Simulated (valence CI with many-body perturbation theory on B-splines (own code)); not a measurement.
**E1 transitions of Ca XV**

Computed by valence CI with perturbative core correlation (CI+MBPT): four valence electrons over a frozen Dirac-Fock core [He], a basis of 11 s, 11 p, 10 d, 8 f, 5 g, 2 h functions for each j, with the one-electron correlation potential Σ1 (screened to all orders), the two-electron term Σ2, the three-electron term Σ3, Breit, model QED; selected single and double excitations, second order for the rest, scaled by the run's own slope (own B-spline code, finite nucleus).

No measured levels were compared; by estimate levels of excited configurations hold to 0.05 to 0.15 % of their energy, terms of the ground configuration to about 0.5 %. Among the levels kept, up to 880 cm⁻¹ of a level comes from second order outside the variational space, and about a tenth of that is noise between levels of different J, which matters for small intervals.

Lines 151 to 200 of 568 in falling wavelength, among levels below 47.498 Ry, chosen from the strongest by gf and those to the six lowest levels. Wavelengths and rates use the calculated energies, so an error of 400 cm⁻¹ moves a line at 448.1 Å by 0.18 % and its rate by three times that or more. Electric multipoles are in the length gauge with retardation, E1 and E2 with the static RPA response of the core. Weak lines are less certain than strong ones. Lines between different terms over intervals too small for the method are left out, as are lines whose strength nearly cancels. Where a level lies close to another of its J and parity, the split of strength between their lines is uncertain. The highest levels of a list are the least certain.

Names give the largest LS component (configuration and term), which can be under half, so a name can repeat, a term be missing and a line seem to break the LS rules; names also repeat where a configuration has a term twice. Letters in brackets count levels of one name in rising energy.

| λ vac (Å) | Upper | Lower | A (s⁻¹) | S (a.u.) |
| --- | --- | --- | --- | --- |
| 448.1 | 2p3 3p 3P_2 | 2s 2p2 3p 3S°_1 [b] | 1.06e+09 | 2.35e-01 |
| 439.7 | 2s2 2p 3p 1S_0 | 2s2 2p 3s 1P°_1 | 4.66e+09 | 1.96e-01 |
| 362.1 | 2p3 3p 1F_3 | 2s 2p2 3p 1D°_2 [b] | 2.30e+09 | 3.77e-01 |
| 348.1 | 2s 2p2 3p 3D°_3 [b] | 2s 2p2 3s 3P_2 [a] | 9.56e+08 | 1.39e-01 |
| 340.3 | 2s 2p2 3p 3D°_3 [a] | 2s2 2p 3p 3P_2 | 1.03e+09 | 1.40e-01 |
| 333.3 | 2p3 3p 3D_3 | 2s 2p2 3p 3P°_2 [e] | 1.51e+09 | 1.93e-01 |
| 306.6 | 2p3 3p 3F_4 | 2s 2p2 3p 3D°_3 [c] | 2.18e+09 | 2.79e-01 |
| 303.1 | 2p3 3s 3D°_3 | 2s 2p2 3s 3P_2 [b] | 4.03e+09 | 3.88e-01 |
| 296.9 | 2p3 3s 3D°_2 | 2s 2p2 3s 3P_1 [b] | 2.49e+09 | 1.61e-01 |
| 292.1 | 2p3 3s 1D°_2 | 2s 2p2 3s 1P_1 | 1.84e+09 | 1.13e-01 |
| 282.5 | 2p3 3p 3F_3 | 2s 2p2 3p 3P°_2 [c] | 1.14e+09 | 8.86e-02 |
| 264.5 | 2p3 3s 3D°_2 | 2s 2p2 3s 3S_1 | 1.74e+09 | 7.95e-02 |
| 264.2 | 2p4 3P_2 | 2s 2p3 3S°_1 | 4.27e+09 | 1.94e-01 |
| 262.7 | 2p4 1D_2 | 2s 2p3 1P°_1 | 2.45e+09 | 1.09e-01 |
| 255.4 | 2s 2p3 3D°_3 | 2s2 2p2 1D_2 | 1.36e+08 | 7.85e-03 |
| 247.0 | 2p4 3P_1 | 2s 2p3 3S°_1 | 5.88e+09 | 1.31e-01 |
| 238.6 | 2s 2p2 3p 1F°_3 | 2s2 2p 3p 1D_2 | 5.13e+09 | 2.41e-01 |
| 236.7 | 2s 2p2 3d 1G_4 | 2s2 2p 3d 1F°_3 | 1.27e+09 | 7.49e-02 |
| 228.5 | 2p3 3s 3P°_1 | 2s 2p2 3s 3P_2 [b] | 4.58e+09 | 8.09e-02 |
| 227.7 | 2p3 3p 3D_1 | 2s 2p2 3p 3D°_1 [b] | 5.54e+09 | 9.69e-02 |
| 226.2 | 2s 2p2 3d 3F_4 [b] | 2s2 2p 3d 3D°_3 | 1.42e+09 | 7.30e-02 |
| 225.1 | 2p3 3p 3D_2 | 2s 2p2 3p 3D°_2 [b] | 5.06e+09 | 1.42e-01 |
| 224.8 | 2p3 3s 3P°_2 | 2s 2p2 3s 3P_2 [b] | 1.13e+10 | 3.16e-01 |
| 224.5 | 2p3 3s 3P°_0 | 2s 2p2 3s 3P_1 [b] | 1.34e+10 | 7.47e-02 |
| 224.5 | 2p3 3p 3D_3 | 2s 2p2 3p 3D°_3 [b] | 5.02e+09 | 1.96e-01 |
| 224.1 | 2p3 3p 1P_1 | 2s 2p2 3p 1P°_1 [a] | 5.87e+09 | 9.79e-02 |
| 223.2 | 2p3 3s 3P°_1 | 2s 2p2 3s 3P_1 [b] | 6.20e+09 | 1.02e-01 |
| 221.3 | 2s 2p2 3d 3D_3 [b] | 2s2 2p 3d 3D°_3 | 1.93e+09 | 7.22e-02 |
| 219.4 | 2p3 3s 1P°_1 | 2s 2p2 3s 1P_1 | 7.75e+09 | 1.21e-01 |
| 218.3 | 2s 2p2 3d 3G_5 | 2s2 2p 3d 3F°_4 | 1.78e+09 | 1.00e-01 |
| 217.5 | 2s 2p2 3s 3D_3 | 2s2 2p 3s 3P°_2 | 5.54e+09 | 1.97e-01 |
| 217.0 | 2s 2p3 3D°_2 | 2s2 2p2 3P_2 | 2.23e+08 | 5.62e-03 |
| 215.3 | 2s 2p3 3D°_3 | 2s2 2p2 3P_2 | 4.11e+09 | 1.42e-01 |
| 214.9 | 2p4 1D_2 | 2s 2p3 1D°_2 | 1.93e+10 | 4.74e-01 |
| 214.7 | 2s 2p2 3p 3F°_4 | 2s2 2p 3p 3D_3 | 2.97e+09 | 1.31e-01 |
| 214.5 | 2s 2p2 3d 3F_4 [b] | 2s2 2p 3d 3F°_4 | 1.98e+09 | 8.70e-02 |
| 212.9 | 2p3 3p 1F_3 | 2s 2p2 3p 1F°_3 | 7.47e+09 | 2.49e-01 |
| 212.2 | 2p3 3p 3D_3 | 2s 2p2 3p 3F°_3 | 3.00e+09 | 9.91e-02 |
| 210.1 | 2p3 3p 3F_3 | 2s 2p2 3p 3F°_4 | 2.44e+09 | 7.81e-02 |
| 209.1 | 2p3 3s 1D°_2 | 2s 2p2 3s 1D_2 | 1.53e+10 | 3.46e-01 |
| 209.1 | 2s 2p2 3d 3G_4 | 2s2 2p 3d 3F°_3 | 1.92e+09 | 7.80e-02 |
| 208.7 | 2s 2p3 3D°_2 | 2s2 2p2 3P_1 | 4.68e+09 | 1.05e-01 |
| 208.4 | 2p3 3p 3F_4 | 2s 2p2 3p 3F°_4 | 8.06e+09 | 3.24e-01 |
| 208.3 | 2s 2p3 3D°_1 | 2s2 2p2 3P_1 | 1.24e+09 | 1.66e-02 |
| 207.6 | 2p3 3p 3F_3 | 2s 2p2 3p 3F°_3 | 3.63e+09 | 1.12e-01 |
| 206.3 | 2p3 3p 3F_2 | 2s 2p2 3p 3F°_2 | 3.08e+09 | 6.69e-02 |
| 205.9 | 2s 2p2 3p 3D°_3 [b] | 2s2 2p 3p 3D_3 | 2.71e+09 | 8.17e-02 |
| 205.8 | 2s 2p2 3p 3F°_3 | 2s2 2p 3p 3D_2 | 3.19e+09 | 9.62e-02 |
| 204.8 | 2s 2p2 3d 3F_3 [b] | 2s2 2p 3d 3F°_3 | 2.51e+09 | 7.46e-02 |
| 204.2 | 2s 2p2 3s 3D_2 | 2s2 2p 3s 3P°_1 | 4.72e+09 | 9.93e-02 |
